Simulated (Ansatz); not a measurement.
BClH2Se, SMILES `ClB[SeH]`, relaxed with RKS PBE-D4/def2-SVP in the Gaussian-basis code of Ansatz from a rough embedded geometry. The force threshold is 0.03 eV/Å; the program also tests the step.

Charge 0, multiplicity 1.

Start:

```xyz
5

Cl    0.500   -1.934    0.468
B    -0.369   -0.475   -0.101
Se   -0.106    1.281    0.817
H    -1.090   -0.486   -1.053
H     1.066    1.615   -0.131
```

```
step  energy (eV)  largest force (eV/Å)  largest move (Å)
   1  -78553.4678                 0.945             0.000
   2  -78553.4815                 0.897             0.134
   3  -78553.5325                 0.685             0.069
   4  -78553.5826                 0.186             0.081
   5  -78553.6217                 0.320             0.076
   6  -78553.6915                 0.540             0.104
   7  -78553.7879                 1.350             0.195
   8  -78554.0266                 0.842             0.199
   9  -78554.1757                 0.749             0.200
  10  -78554.2175                 0.238             0.113
  11  -78554.2186                 0.097             0.023
  12  -78554.2197                 0.028             0.018
```

End:

```xyz
5

Cl   -0.073   -2.083    0.695
B    -0.132   -0.512   -0.090
Se    0.543    1.032    0.854
H    -0.584   -0.419   -1.209
H     0.246    1.981   -0.250
```

Run time 22 s (2 threads of a server CPU on a shared host); peak host memory 0.14 GiB.
